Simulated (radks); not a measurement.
These are the eigenvalues of the occupied orbitals of an atom or ion with whole-number occupations (eV). All-electron calculation, Dirac Kohn-Sham, PBE, spin-unpolarised, spherical densities, finite nucleus; Fermi nuclear charge, rms radius of each element as measured or else 0.836 A^(1/3) + 0.57 fm. Program: a radial shooting solver on a logarithmic mesh with Libxc functionals.

| orbital | eigenvalue |
|---|---|
| 1s1/2 | -53597.08 |
| 2s1/2 | -8926.008 |
| 2p1/2 | -8490.170 |
| 2p3/2 | -7689.966 |
| 3s1/2 | -1991.763 |
| 3p1/2 | -1801.478 |
| 3p3/2 | -1635.294 |
| 3d3/2 | -1308.021 |
| 3d5/2 | -1271.732 |
| 4s1/2 | -399.0711 |
| 4p1/2 | -323.9829 |
| 4p3/2 | -286.8536 |
| 4d3/2 | -163.1774 |
| 4d5/2 | -156.4547 |
| 5s1/2 | -55.3108 |
| 5p1/2 | -35.1477 |
| 5p3/2 | -30.4594 |
| 4f5/2 | -10.0227 |
| 4f7/2 | -9.1442 |
| 6s1/2 | -8.8426 |

Which element is it, and in what charge state? The configuration may be excited. Open shells, if any, are shared by 2j + 1.

Answer. Z = 66, dysprosium, charge +1: Dy+ in [Xe] 4f10 6s1. The list shows which subshells hold electrons but not how many an open one holds; the 1s level, -1969.7 hartree, gives Z - s = 62.8 by -(Z - s)^2/2, which with screening and relativity narrows Z to a few neighbours, and the depths of the outer levels then fix element, charge and occupations together.
